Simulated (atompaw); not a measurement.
## u(r) = r·R(r): atom against pseudo-atom (chlorine (Cl))

Columns: radius, all-electron u(r) and pseudo u(r) of the 3s shell (level -20.79 eV) of chlorine in the configuration [Ne] 3s1.75 3p5.25; PBEsol, scalar-relativistic, PAW (atompaw) scheme, atompaw 4.2.0.5.

| r (bohr) | all-electron | pseudo |
| --- | --- | --- |
| 0.054 | 0.2318 | 0.0593 |
| 0.108 | 0.0562 | 0.1183 |
| 0.162 | -0.1741 | 0.1769 |
| 0.215 | -0.3409 | 0.2336 |
| 0.269 | -0.4256 | 0.2904 |
| 0.323 | -0.4324 | 0.3460 |
| 0.377 | -0.3798 | 0.4001 |
| 0.431 | -0.2865 | 0.4525 |
| 0.485 | -0.1688 | 0.5029 |
| 0.538 | -0.0418 | 0.5503 |
| 0.592 | 0.0902 | 0.5961 |
| 0.646 | 0.2181 | 0.6393 |
| 0.700 | 0.3376 | 0.6797 |
| 0.754 | 0.4460 | 0.7170 |
| 0.808 | 0.5421 | 0.7510 |
| 0.862 | 0.6253 | 0.7817 |
| 0.915 | 0.6945 | 0.8083 |
| 0.969 | 0.7527 | 0.8317 |
| 1.023 | 0.7990 | 0.8512 |
| 1.077 | 0.8344 | 0.8667 |
| 1.131 | 0.8598 | 0.8782 |
| 1.185 | 0.8762 | 0.8856 |
| 1.238 | 0.8847 | 0.8887 |
| 1.292 | 0.8865 | 0.8877 |
| 1.346 | 0.8823 | 0.8825 |
| 1.400 | 0.8731 | 0.8731 |

Question: How many radial nodes do the two functions have?

Answer: The all-electron 3s function has n − l − 1 = 2; the pseudo-wave has 0, since the states of the same l below it are removed with the core.

Question: Where does each function peak?

Answer: Outermost all-electron maximum near 1.29 bohr, pseudo maximum near 1.24 bohr (to the table’s step).

Question: Is the pseudo-wave norm-conserving?

Answer: No, it belongs to a PAW set: the norm inside the radius is not constrained, and the difference is carried by the augmentation charge.
